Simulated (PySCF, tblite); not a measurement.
Species: C6H7OS (doublet state).
Atom-mapped SMILES: `[CH:1]#[C:2][C:3](=[O:4])[CH2:5][CH:6][CH2:7][SH:8]` (hydrogens: H9 on C1; H10, H11 on C5; H12 on C6; H13, H14 on C7; H15 on S8)

Geometry (GFN2-xTB, Å), atoms numbered from 1 in this order:
```
atom  x, y, z in Å
C1     3.2638   -0.1874    0.4108
C2     2.2059   -0.5455   -0.0337
C3     0.9835   -1.0075   -0.6108
O4     0.5461   -2.1346   -0.5065
C5     0.2146    0.1137   -1.3391
C6    -0.4449    0.5177   -0.0948
C7    -1.6786   -0.1174    0.3307
S8    -3.1353    0.6974   -0.5435
H9     4.1796    0.1355    0.8114
H10    0.8770    0.8595   -1.7690
H11   -0.4640   -0.3139   -2.0742
H12    0.0108    1.2749    0.5229
H13   -1.7467   -1.1543   -0.0021
H14   -1.8797   -0.0385    1.3962
H15   -2.9366    1.9082   -0.0257
```

Jobs on this species (15 atoms, 67 electrons) with PySCF (density fitting) and tblite. Hardware of each: one thread, Arm Neoverse V1 (aarch64), no GPU, on a shared host. The host was shared with other jobs, so the times are rough.

Question: Rank these jobs by wall time, shortest first.
A. UKS B3LYP, pcH-1 on C H O S, non-relativistic, mean-field spin-orbit, GIAO; unrestricted SCF, g, hyperfine, density and orbital grids written; 280 basis functions
B. GFN2-xTB; L-BFGS relaxation
C. GFN2-xTB; Hessian by finite differences

Answer: C (0.5 s), B (1.5 s), A (88 s).

All jobs:

| level and settings | work | basis functions | SCF cycles | wall time |
| --- | --- | --- | --- | --- |
| GFN2-xTB | Hessian by finite differences | – | – | 0.5 s |
| GFN2-xTB | L-BFGS relaxation | – | – | 1.5 s |
| UKS B3LYP, pcH-1 on C H O S, non-relativistic, mean-field spin-orbit, GIAO | unrestricted SCF, g, hyperfine, density and orbital grids written | 280 | 16 | 88 s |

Question: What do all jobs in the table cost together?

Answer: About 90 s; the longest takes about 98 % of that, and about 180 times as long as the shortest.
